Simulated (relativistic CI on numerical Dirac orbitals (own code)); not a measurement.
Ce IV: calculation against measurement

Calculated at this level of theory: Dirac-Coulomb-Breit CI, separate exchange-only KLI orbitals for each configuration, a model potential for QED, valence Slater integrals scaled by 0.85, P86 correlation estimate, and configurations built on the next ion tied to the tabulated ionisation energy (semi-empirical) (own radial code, finite nucleus).

Configurations in the expansion (outside the closed core [Kr] 4d10 5s2): 4f 5p6, 5p6 5d, 5p6 6s, 5p6 6p, 5p6 6d, 5p6 7s, 5p6 5f, 5p6 6f, 4f 5p5 5d, 4f3 5p4, 4f2 5p5, 4f 5p4 5d2, 5p6 7p, 5p5 5d2, 4f 5p5 5f, 5p6 7d, 4f 5p5 5g, 4f 5p5 6s, 5p6 5g, 5p6 7f, 4f 5p5 6p, 4f2 5p4 5d, 5p5 5d 6s, 5p5 5d 5f. Levels of other configurations are missing.

```
Configuration  Term (tabulated)    J  Measured (cm⁻¹)  Computed  Error  Purity (%)
       4f 5p6               2F°  5/2              0.0         0      0          97
       4f 5p6               2F°  7/2           2253.0      2112   -141          97
       5p6 5d                2D  3/2          49737.0     46639  -3098          98
       5p6 5d                2D  5/2          52226.0     48858  -3368          98
       5p6 6s                2S  1/2          86602.0     91021   4419         100
       5p6 6p               2P°  1/2         122585.0    124727   2142          99
       5p6 6p               2P°  3/2         127292.0    129207   1915          99
       5p6 6d              2D †  5/2         177198.0    178963   1765          90
       5p6 6d              2D †  3/2         178913.0    178145   -768          66
       5p6 7s                2S  1/2         183502.0    185279   1777          96
       5p6 7d                2D  3/2         221661.0    224656   2995          94
       5p6 7d                2D  5/2         221838.0    224991   3153          92
```

Measured levels from Martin, Zalubas and Hagan, Atomic Energy Levels: The Rare-Earth Elements, NSRDS-NBS 60 (1978); pairs were made by configuration, J and term (by order where the table uses no LS term), so strongly mixed levels may be paired wrongly.

Mean error by configuration (cm⁻¹): 4f 5p6 -141; 5p6 5d -3233; 5p6 6s 4419; 5p6 6p 2029; 5p6 7s 1777; 5p6 7d 3074. Over the excited levels the mean absolute error is 2556 cm⁻¹ (11 of the 12 excited levels that our extract of the source holds in range could be paired, and the others can miss by more), and the median relative error of those above 1,000 cm⁻¹ is 1.7 %. † marks terms whose computed intervals miss the measured ones by more than a factor of 2.5, or configurations far off the rest, from wrong mixing, a near crossing or a doubtful label or measurement; they are left out of the means.
